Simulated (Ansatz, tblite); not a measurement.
Cost and result up the ladder for (F3Sn)2NH (Sn2NF6H) (10 atoms). The state is a singlet with charge 0. Geometry: PBE0-D4/def2-SVP.

Cartesian coordinates in Å:
```
Sn 0.2453 1.5154 -0.0539
F 1.9854 1.5830 -0.8354
F -0.6911 2.9377 -0.9403
F 0.2217 2.0398 1.7803
N -0.9090 -0.0728 -0.5469
Sn -0.1258 -1.7216 0.1821
F -0.9654 -2.7212 1.5691
F 0.6974 -3.0503 -0.9083
F 1.2281 -0.5201 0.9489
H -1.6867 0.0100 -1.1955
```

Ansatz on 4 threads of Arm Neoverse V1 on a shared host; xTB runs through tblite on one thread. Times are rough, summed over both states, and most runs start from the orbitals of an earlier one. PBE0-D4/def2-TZVP serves as the yardstick here, not as an exact answer. The other state is a triplet.

In the def2 sets Sn takes a core potential; there is no spin–orbit coupling. The xTB rows come from tblite.

xTB has no spin-polarisation term.

| level | functions | wall time | vertical triplet (eV) | difference from PBE0-D4/def2-TZVP (eV) |
| --- | --- | --- | --- | --- |
| GFN1-xTB | 48 | 0.019 s | 2.27 | -1.46 |
| GFN2-xTB | 47 | 0.042 s | 3.08 | -0.65 |
| PBE-D4/def2-TZVP | 323 | 17 s | 3.51 | -0.22 |
| PBE0-D4/def2-TZVP | 323 | 35 s | 3.73 | 0.00 |
| r2SCAN-D4/def2-TZVP (with forces) | 323 | 36 s | 3.57 | -0.17 |
